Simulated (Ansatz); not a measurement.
Start from `[NH2][In]([NH2])[SH]` and change one atom or group to get `[NH2][In]([NH2])[NH2]`.

Ansatz, PBE0-D4/def2-TZVP geometries, multiplicity 1. Each molecule was computed in one conformer, which needn't be the lowest.

Elements past krypton have def2 core potentials.

```csv
property,`[NH2][In]([NH2])[SH]`
LUMO energy (B3LYP/def2-TZVPP) / eV,-1.28
HOMO energy (B3LYP/def2-TZVPP) / eV,-6.88
zero-point energy (PBE0-D4/def2-TZVP) / kJ/mol,155.1
HOMO–LUMO gap (PBE0/def2-TZVPP) / eV,6.18
HOMO energy (ωB97M-V/def2-TZVPP) / eV,-9.38
LUMO energy (PBE/def2-TZVPP) / eV,-1.82
```

(1) What does the change do to each property? (Estimate.)

## Answers

(1) Computed: 
```
                                      property  `[NH2][In]([NH2])[NH2]`  shift
           LUMO energy (B3LYP/def2-TZVPP) / eV                    -0.98   0.30
           HOMO energy (B3LYP/def2-TZVPP) / eV                    -6.52   0.36
zero-point energy (PBE0-D4/def2-TZVP) / kJ/mol                    196.3   41.2
          HOMO–LUMO gap (PBE0/def2-TZVPP) / eV                     6.13  -0.05
         HOMO energy (ωB97M-V/def2-TZVPP) / eV                    -9.13   0.25
             LUMO energy (PBE/def2-TZVPP) / eV                    -1.50   0.32
```

The zero-point energy changes by 41.2 kJ/mol with +3 modes.

B3LYP here is the variant with VWN-RPA as its local correlation; programs differ in this.
